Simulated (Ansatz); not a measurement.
Species: C$_{2}$H$_{8}$PSi (charge 0, doublet). It need not be the lowest isomer of its formula. 
Structure (B3LYP-D3(BJ)/def2-TZVP (Ansatz, a first-principles code) minimum search):
SMILES: C[Si](C)P
```xyz
12

C     -1.9565     0.4776     0.1657
Si    -0.3614    -0.4094    -0.3042
C     -0.0179    -1.8222     0.8970
P      1.3130     1.1224    -0.4412
H     -2.1742     1.2930    -0.5250
H     -2.8025    -0.2124     0.1599
H     -1.8758     0.8996     1.1729
H     -0.8400    -2.5413     0.9006
H      0.8996    -2.3501     0.6356
H      0.0944    -1.4289     1.9125
H      1.5908     1.1426     0.9561
H      2.3191     0.1597    -0.7130
```
Charge 0, spin multiplicity 2.

Total electronic energies in hartree. Cores are frozen in the correlated levels unless marked. UHF or UKS for open shells. No spin-orbit coupling. No relativistic terms. CBS(X,Y): correlation extrapolated as X^-3; Hartree-Fock from the larger set.

```csv
level,program,energy (Eh)
r2SCAN-D3(BJ)/def2-TZVPD,Ansatz + dftd3,-711.79871
r2SCAN-D4/def2-TZVPD,Ansatz + dftd4,-711.79815
B3LYP/def2-TZVPD,Ansatz,-711.94489
BHLYP-D3(BJ)/def2-TZVPD,Ansatz + dftd3,-711.85554
BHLYP-D4/def2-TZVPD,Ansatz + dftd4,-711.85288
r2SCANh-D4/def2-TZVPD,Ansatz + dftd4,-711.79263
r2SCAN0-D4/def2-TZVPD,Ansatz + dftd4,-711.78529
HSE06-D3(BJ)/def2-TZVPD,Ansatz + dftd3,[?]
CAM-B3LYP-D4/def2-TZVPD,Ansatz + dftd4,[?]
LC-wPBE-D4/def2-TZVPD,Ansatz + dftd4,-711.66754
wB97M-V/def2-TZVPD,Ansatz,-711.79045
B2GP-PLYP-D4/def2-TZVPD,Ansatz + dftd4,-711.46326
B2PLYP-D3(BJ)/def2-TZVPD,Ansatz + dftd3,-711.57052
B2PLYP/def2-TZVPD,Ansatz,-711.56110
MP2/6-31G*,Ansatz,-710.44239
MP2/cc-pV(T+d)Z,Ansatz,-710.73138
MP2/cc-pVTZ,Ansatz,-710.72681
MP2/cc-pV(Q+d)Z,Ansatz,-710.78445
CCSD/cc-pV(D+d)Z,Ansatz,-710.62803
"CCSD/CBS(cc-pV(T+d)Z,cc-pV(Q+d)Z)",Ansatz,-710.8619
CCSD(T)/cc-pV(D+d)Z,Ansatz,-710.64502
CCSD(T)/cc-pwCVTZ,Ansatz,-710.82681
"CCSD(T)/CBS(cc-pV(T+d)Z,cc-pV(Q+d)Z)",Ansatz,-710.8952
```

### Question
Some entries are withheld; supply them.

### Answer

- HSE06-D3(BJ)/def2-TZVPD, energy (Eh): -711.53527
- CAM-B3LYP-D4/def2-TZVPD, energy (Eh): -711.86547
